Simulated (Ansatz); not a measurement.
A CCSD(T) single point on `C[N](C)[Ge]([OH])([N](C)C)[N](C)C`.

```yaml
crystal:
  periodic: [false, false, false]
  atoms:
    - {symbol: C, position_ang: [-1.139805, 1.652525, -2.170406]}
    - {symbol: N, position_ang: [-0.991075, 0.464807, -1.365838]}
    - {symbol: C, position_ang: [-0.871566, -0.746493, -2.138040]}
    - {symbol: Ge, position_ang: [-0.151894, 0.533171, 0.248560]}
    - {symbol: O, position_ang: [-0.418283, 2.223449, 0.747457]}
    - {symbol: N, position_ang: [1.653951, 0.247210, 0.360730]}
    - {symbol: C, position_ang: [2.175403, -1.076136, 0.119463]}
    - {symbol: C, position_ang: [2.554136, 1.291911, -0.063917]}
    - {symbol: N, position_ang: [-0.897555, -0.760198, 1.282641]}
    - {symbol: C, position_ang: [-2.305264, -1.054095, 1.185427]}
    - {symbol: C, position_ang: [-0.315443, -1.126404, 2.548411]}
    - {symbol: H, position_ang: [-2.054122, 1.585559, -2.774385]}
    - {symbol: H, position_ang: [-1.219561, 2.534236, -1.534949]}
    - {symbol: H, position_ang: [-0.299300, 1.804237, -2.866783]}
    - {symbol: H, position_ang: [-1.767374, -0.896221, -2.754791]}
    - {symbol: H, position_ang: [-0.004523, -0.740752, -2.818324]}
    - {symbol: H, position_ang: [-0.776828, -1.614016, -1.480048]}
    - {symbol: H, position_ang: [-0.120377, 2.379081, 1.646013]}
    - {symbol: H, position_ang: [1.448900, -1.835417, 0.414983]}
    - {symbol: H, position_ang: [2.431142, -1.246148, -0.938759]}
    - {symbol: H, position_ang: [3.090061, -1.240894, 0.704376]}
    - {symbol: H, position_ang: [3.488792, 1.248136, 0.510439]}
    - {symbol: H, position_ang: [2.823443, 1.214662, -1.129711]}
    - {symbol: H, position_ang: [2.105299, 2.273023, 0.098931]}
    - {symbol: H, position_ang: [-2.480900, -2.135413, 1.264072]}
    - {symbol: H, position_ang: [-2.888760, -0.568275, 1.982458]}
    - {symbol: H, position_ang: [-2.697191, -0.713921, 0.225928]}
    - {symbol: H, position_ang: [-0.372587, -2.212248, 2.704637]}
    - {symbol: H, position_ang: [0.735915, -0.836034, 2.584994]}
    - {symbol: H, position_ang: [-0.830233, -0.649945, 3.397629]}
basis:
  gaussian: {orbitals: def2-SVP}
correlation: {method: ccsd_t}
```

```sh
$ ansatz run in.yaml --threads 11 --pin off --events-out ev --progress --plain --max-ram 166912MiB --backend cuda --devices 0, --max-vram 75GiB
```

Log, shortened:

```
Functional definition: HF
2729 factors; integrals over basis functions are off by at most 1.5e-3 eV
mean field evaluation 1: about -69416.0404 eV, gradient 5.3e1 eV
mean field evaluation 2: about -69416.3142 eV, gradient 5.3e1 eV
mean field evaluation 4: about -69423.1770 eV, gradient 6.5e0 eV
mean field evaluation 8: about -69423.2853 eV, gradient 9.1e-2 eV
mean field evaluation 16: about -69422.9943 eV, gradient 1.3e0 eV
mean field -69423.28533930 eV, -2551.2586794264 hartree, gradient 6.8e-6 eV, S^2 0.000000; 0 other end points of the search recorded, 0 dependent functions left out
19 core orbitals not correlated: weight in the atoms' cores, before any rotation towards them, 1.000 or more for the frozen orbitals, at most 0.000 for the correlated occupied ones
reference -69423.28533930 eV, -2551.2586794264 hartree; 39, 39 occupied and 209, 209 virtual orbitals, 2729 factors
second order -48.82702221 eV of doubles, -0.00000000 eV of singles
cycle   1  -50.12372653 eV  change    -1.3e0 eV  update   1.5e-1
cycle   2  -51.43818464 eV  change    -1.3e0 eV  update   4.2e-2
cycle   3  -51.70072594 eV  change   -2.6e-1 eV  update   2.0e-2
cycle   4  -51.69117321 eV  change    9.6e-3 eV  update   4.5e-3
cycle   5  -51.69273288 eV  change   -1.6e-3 eV  update   2.0e-3
cycle   6  -51.69300344 eV  change   -2.7e-4 eV  update   6.0e-4
cycle   7  -51.69252118 eV  change    4.8e-4 eV  update   2.3e-4
cycle   8  -51.69247797 eV  change    4.3e-5 eV  update   7.1e-5
perturbative correction -1.54167815 eV, -0.0566556272 hartree
Total energy: -69476.51949542 eV, -2553.2149985805 hartree
```

Run time 7.5 s (11 threads of an AMD EPYC 7R13 on a shared host and a whole NVIDIA H100 80 GB); peak host memory 1.8 GiB.

MP2 recovers 91.7 % of the CCSD(T) correlation energy and the triples give 2.9 %; T1 = 0.0103.
